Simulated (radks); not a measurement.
Problem. Numerical settings for the gadolinium ion Gd2+, [Xe] 4f7 5d1. Calculated with a radial shooting solver on a logarithmic mesh with Libxc functionals: non-relativistic Kohn-Sham, r2SCAN, spin-unpolarised, spherical densities, point nucleus; meta-GGA in the generalised Kohn-Sham scheme; relativity is left out, which matters for an element this heavy. The defaults (mesh step 0.008 in ln r, mesh end at 40 bohr or more with all orbitals vanishing there, Anderson mixing 0.5 over 9 steps, residual threshold near 1e-9 with the energy settled to 1e-9 hartree or 1e-11 of itself, here a cap of 77 iterations) give E = -10822.968 hartree and 5d at -15.270 eV in 12 iterations. Run on one thread of a shared host, so times are rough (Intel(R) Xeon(R) 6975P-C): 0.09 s of CPU time, 0.09 s wall, 12 iterations on 2541 mesh points. One setting is changed at a time: mesh step in ln r 0.08; mesh step in ln r 0.05; mesh step in ln r 0.012; mesh end (bohr) 20; mesh end (bohr) 1; residual threshold 1e-05; residual threshold 0.1; mixing 2.5; linear mixing, mixing 0.05; linear mixing, mixing 0.2; mixing history 2; iteration cap 8. Which runs fail to converge, and which converge to a wrong energy?

Solution. Not converged within the cap: mesh step in ln r 0.08; linear mixing, mixing 0.05; iteration cap 8. Settled on a wrong energy, with an occupied level pushed above zero by the early mesh end: mesh end (bohr) 1 (+259 hartree). Apart from these: settings that end as converged yet miss the energy by more than 1 mhartree: mesh step in ln r 0.05 (+0.00378 hartree).
